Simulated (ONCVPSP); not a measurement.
# antimony, ONCV: configuration errors across variants

ONCVPSP 4.0.1 input, shortened (lines: element, Z, core and valence counts, functional; n l f; lmax; l rc ep ncon nbas qcut; lloc lpopt rc5 dvloc0; l nproj debl; icmod fcfact rcfact), LDA (Perdew-Wang 92), scalar-relativistic:

```
  Sb 51.00    6    5  -001012      upf
    1    0    2.00
    2    0    2.00
    2    1    6.00
    3    0    2.00
    3    1    6.00
    3    2   10.00
    4    0    2.00
    4    1    6.00
    4    2   10.00
    5    0    2.00
    5    1    3.00
    3
    0    1.25    0.00    4    8   12.10
    1    1.60    0.00    4    8    6.70
    2    0.95    0.00    5   10   10.70
    3    1.55    0.27    5    8    7.40
    4    3    0.70    0.00
    0    2    3.50
    1    3    2.90
    2    2    2.50
    3    1    1.60
    0    0.00    0.00
```

All-electron excitation energies from the reference (eV): (1) 4s2 4p6 4d10 5s2 5p2 8.515; (2) 4s2 4p6 4d10 5s2 5p1 24.762; (3) 4s2 4p6 4d10 5s2 5p0 49.542; (4) 4s2 4p6 4d9 5s2 5p4 31.016.

3 further variants failed, have other tests or too few solved ones, and are left out.

Errors AE − PS in meV (a dash: test not solved or not reliable):

| change | (1) | (2) | (3) | (4) | bound ghosts | GHOST(+) flags above zero |
| --- | --- | --- | --- | --- | --- | --- |
| base | -1.9 | -5.9 | -13 | +2.7 | none | s |
| all radii scaled by about 0.90 (s 1.12, p 1.44, d 0.86, f 1.40 bohr); local potential polynomial inside 0.64 bohr (lpopt 3, dvloc0 0 Ha) | -1.8 | -5.7 | -12 | +2.9 | none | s, f |
| all radii scaled by about 0.96 (s 1.20, p 1.54, d 0.92, f 1.48 bohr); local potential polynomial inside 0.68 bohr (lpopt 3, dvloc0 0 Ha) | -1.9 | -5.9 | -13 | +2.4 | none | s |
| all radii scaled by about 1.14 (s 1.42, p 1.82, d 1.08, f 1.78 bohr); local potential polynomial inside 0.80 bohr (lpopt 3, dvloc0 0 Ha) | -2.4 | -7.3 | -16 | +8.4 | none | s, p |
| all radii scaled by about 1.19 (s 1.48, p 1.90, d 1.12, f 1.84 bohr); local potential polynomial inside 0.82 bohr (lpopt 3, dvloc0 0 Ha) | -2.2 | -6.6 | -14 | +12 | none | s, p |
| all radii scaled by about 1.34 (s 1.68, p 2.14, d 1.28, f 2.08 bohr); local potential polynomial inside 0.94 bohr (lpopt 3, dvloc0 0 Ha) | -2.2 | -6.8 | -15 | +33 | none | none |

Give the same row for: all radii scaled by about 1.07 (s 1.34, p 1.72, d 1.02, f 1.66 bohr); local potential polynomial inside 0.76 bohr (lpopt 3, dvloc0 0 Ha).

-1.9, -5.9, -13, +4.8; bound ghosts: none; GHOST(+) flags above zero: s.
